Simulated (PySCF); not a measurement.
BBrH₃N, SMILES NBBr. Heavy atoms are numbered as in [BH:1]([Br:3])[NH2:4]. Hydrogens are named by the atom that carries them.

Coordinates come from a B3LYP-D3(BJ)/def2-TZVP optimisation. One conformer was computed; it need not be the lowest.

The numbers are results of PySCF with PBE0/def2-TZVPD, not measurements.

ESP charges are fitted to the potential on shells at 1.4 to 2.0 van der Waals radii. Atomic charges (e), one atom of each kind:

```csv
atom,meta-Löwdin,ESP fit
B1 (BH),0.04,0.24
H on B1,?,-0.03
Br3,-0.13,-0.17
N4 (NH2),?,-0.79
H on N4,?,0.37
```

What belongs in the gaps? (The exact figures need the calculation; the answer reports its results.)


- H on B1, meta-Löwdin: 0.02
- N4 (NH2), meta-Löwdin: -0.43
- H on N4, meta-Löwdin: 0.25
